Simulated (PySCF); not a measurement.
C5H5NO2.
Numbering: `[CH2:1]=[N:2][C:3]1=[CH:4][O:5][C:6](=[O:7])[CH2:8]1` (hydrogens: H9, H10 on C1; H11 on C4; H12, H13 on C8)

The geometry is computed with GFN2-xTB (gas phase).

Q: What internal coordinates does the optimisation give?

A: 
```tsv
bond	length (Å)
C1=N2	1.263
N2–C3	1.366
C3=C4	1.344
C4–O5	1.362
O5–C6	1.366
C6=O7	1.193
C6–C8	1.517
C3–C8	1.511
C1–H9	1.079
C1–H10	1.093
C4–H11	1.073
C8–H12, C8–H13	1.092
```

Bonds in one row agree within 0.01 Å and their mean is given. A selection of angles:
```tsv
angle	degrees
C1–N2–C3	122.4
N2–C3–C4	123.6
N2–C3–C8	129.2
C4–C3–C8	107.2
C3–C4–O5	113.5
C4–O5–C6	109.2
O5–C6–O7	122.8
O5–C6–C8	108.5
O7–C6–C8	128.8
C3–C8–C6	101.7
```

Torsions: C1–N2–C3–C4 180° (antiperiplanar); N2–C3–C4–O5 180° (antiperiplanar); C3–C4–O5–C6 0° (synperiplanar); C4–O5–C6–O7 180° (antiperiplanar); O5–C6–C8–C3 0° (synperiplanar); N2–C3–C8–C6 180° (antiperiplanar).

Of the pairs four or more bonds apart, C8···H10 is among the closest relative to their van der Waals radii: 2.74 Å, 95 % of the sum of Bondi's values. The 5-membered ring C3–C4–O5–C6–C8 has internal angles of 101.7° to 113.5°; it is planar, 0.00 Å rms from its mean plane, widest ring torsion 0°. The 3 C–C bonds span 1.344 Å (C3=C4, drawn double) to 1.517 Å (C6–C8, drawn single), a spread of 0.173 Å. The 3 C–O bonds span 1.193 Å (C6=O7, drawn double) to 1.366 Å (O5–C6, drawn single), a spread of 0.173 Å. The 2 C–N bonds span 1.263 Å (C1=N2, drawn double) to 1.366 Å (N2–C3, drawn single), a spread of 0.103 Å. O5 (ester single-bonded oxygen) is bent (angle 109.2°). The 8 heavy atoms lie in one plane (0.001 Å rms).

Point group: Cs (every atom within 0.08 Å of its image). Whether it is a minimum is left open (no frequencies). One conformer, not necessarily the lowest.
